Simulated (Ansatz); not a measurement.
Geometry optimisation of H5N2NbO2 (`[NH]=[Nb]([NH2])([OH])[OH]`).

```yaml
crystal:
  periodic: [false, false, false]
  atoms:
    - {symbol: N, position_ang: [-1.261149, 0.500434, -1.034046]}
    - {symbol: Nb, position_ang: [0.012522, 0.232841, 0.161014]}
    - {symbol: N, position_ang: [0.712691, -1.572388, -0.289298]}
    - {symbol: O, position_ang: [-0.670597, 0.246962, 1.960903]}
    - {symbol: O, position_ang: [1.413691, 1.545900, 0.028562]}
    - {symbol: H, position_ang: [-2.012856, 0.725113, -1.690468]}
    - {symbol: H, position_ang: [1.484984, -2.010943, 0.226022]}
    - {symbol: H, position_ang: [0.388180, -2.205197, -1.024591]}
    - {symbol: H, position_ang: [-1.579854, 0.256861, 2.302136]}
    - {symbol: H, position_ang: [1.595389, 2.229217, -0.637434]}
basis:
  gaussian: {orbitals: def2-TZVP}
hamiltonian: {xc: pbe0, dispersion: d4}
relax: {f_tol: 0.005, max_steps: 150}
```

```sh
$ ansatz run in.yaml --threads 4 --pin off --events-out ev --progress --plain
```

Shortened log:

```
Functional definition: PBE0
  name "PBE0"
  cite "Adamo & Barone, J. Chem. Phys. 110, 6158 (1999) doi:10.1063/1.478522"
  cite "Perdew, Burke & Ernzerhof, Phys. Rev. Lett. 77, 3865 (1996) doi:10.1103/PhysRevLett.77.3865"
  parent pbe
  parameter a = 0.25
  parameter kappa = 0.804
  parameter beta = 0.06672455060314922
  exchange = (1 - a)*pbe_x(kappa = kappa, mu = beta*pi^2/3) + a*exact_x
  correlation = pbe_c(beta = beta)
mean field -8705.70914150 eV, -319.9289100087 hartree, gradient 2.9e-5 eV, S^2 0.000000; 0 other end points of the search recorded, 0 dependent functions left out
the calculation of the forces begins
relax step   1: F+E_penalty+E_count = -8705.89339546 eV  Δ(F+E_penalty+E_count) = +0.000e0 eV  max|allowed force component| = 7.052e-1 eV/Å  Δτ_max = 0.0000 Å  (32 SCF iters, accepted)
these checks for a lower state are left out or cut short: starts, cluster_reference, orbital_swaps, neighbouring_geometries, increment
mean field -8705.75022193 eV, -319.9304196863 hartree, gradient 1.4e-5 eV, S^2 0.000000; 0 other end points of the search recorded, 0 dependent functions left out
the calculation of the forces begins
relax step   2: F+E_penalty+E_count = -8705.93710036 eV  Δ(F+E_penalty+E_count) = -4.370e-2 eV  max|allowed force component| = 3.395e-1 eV/Å  Δτ_max = 0.0452 Å  (35 SCF iters, accepted)
these checks for a lower state are left out or cut short: starts, cluster_reference, orbital_swaps, neighbouring_geometries, increment
mean field -8705.75303086 eV, -319.9305229126 hartree, gradient 1.3e-5 eV, S^2 0.000000; 0 other end points of the search recorded, 0 dependent functions left out
the calculation of the forces begins
relax step   3: F+E_penalty+E_count = -8705.93987396 eV  Δ(F+E_penalty+E_count) = -2.774e-3 eV  max|allowed force component| = 4.596e-2 eV/Å  Δτ_max = 0.0149 Å  (35 SCF iters, accepted)
these checks for a lower state are left out or cut short: starts, cluster_reference, orbital_swaps, neighbouring_geometries, increment
mean field -8705.75328298 eV, -319.9305321780 hartree, gradient 1.0e-5 eV, S^2 0.000000; 0 other end points of the search recorded, 0 dependent functions left out
the calculation of the forces begins
relax step   4: F+E_penalty+E_count = -8705.94007840 eV  Δ(F+E_penalty+E_count) = -2.044e-4 eV  max|allowed force component| = 1.402e-2 eV/Å  Δτ_max = 0.0084 Å  (36 SCF iters, accepted)
these checks for a lower state are left out or cut short: starts, cluster_reference, orbital_swaps, neighbouring_geometries, increment
mean field -8705.75336114 eV, -319.9305350504 hartree, gradient 1.0e-5 eV, S^2 0.000000; 0 other end points of the search recorded, 0 dependent functions left out
the calculation of the forces begins
relax step   5: F+E_penalty+E_count = -8705.94015504 eV  Δ(F+E_penalty+E_count) = -7.665e-5 eV  max|allowed force component| = 6.779e-3 eV/Å  Δτ_max = 0.0091 Å  (36 SCF iters, accepted)
these checks for a lower state are left out or cut short: starts, cluster_reference, orbital_swaps, neighbouring_geometries, increment
mean field -8705.75335818 eV, -319.9305349414 hartree, gradient 1.0e-5 eV, S^2 0.000000; 0 other end points of the search recorded, 0 dependent functions left out
the calculation of the forces begins
relax step   6: F+E_penalty+E_count = -8705.94015905 eV  Δ(F+E_penalty+E_count) = -4.008e-6 eV  max|allowed force component| = 1.885e-3 eV/Å  Δτ_max = 0.0007 Å  (36 SCF iters, accepted)
mean field -8705.75335818 eV, -319.9305349414 hartree, gradient 1.0e-5 eV, S^2 0.000000; 1 other end points of the search recorded, 0 dependent functions left out
the calculation of the forces begins
Total energy: -8705.94022597 eV, -319.9374022063 hartree
Atom 0 at    -1.241156     0.488394    -1.015436 Å, force    -0.001289    -0.000933    -0.001154 eV/Å
Atom 1 at     0.022278     0.214090     0.161507 Å, force    -0.000167    -0.001336     0.000903 eV/Å
Atom 2 at     0.716316    -1.580548    -0.289712 Å, force     0.000236     0.001885     0.001450 eV/Å
Atom 3 at    -0.666710     0.242921     1.944466 Å, force     0.000687     0.000313     0.000052 eV/Å
Atom 4 at     1.404242     1.527371     0.021372 Å, force     0.001191     0.000593     0.001040 eV/Å
Atom 5 at    -1.981940     0.716201    -1.659844 Å, force     0.000452     0.000830     0.000094 eV/Å
Atom 6 at     1.466441    -2.028080     0.219012 Å, force    -0.000341    -0.000687    -0.000932 eV/Å
Atom 7 at     0.393035    -2.175676    -1.035122 Å, force     0.000042    -0.000418    -0.000211 eV/Å
Atom 8 at    -1.564558     0.310735     2.266942 Å, force    -0.000168    -0.000155    -0.000433 eV/Å
Atom 9 at     1.535053     2.233392    -0.610386 Å, force    -0.000642    -0.000092    -0.000809 eV/Å
Dipole moment:    -0.173000    -0.048609    -0.218762 e Å
```

Hardware: 4 threads of a server CPU on a shared host. Wall time 19 s, peak host memory 0.46 GiB.
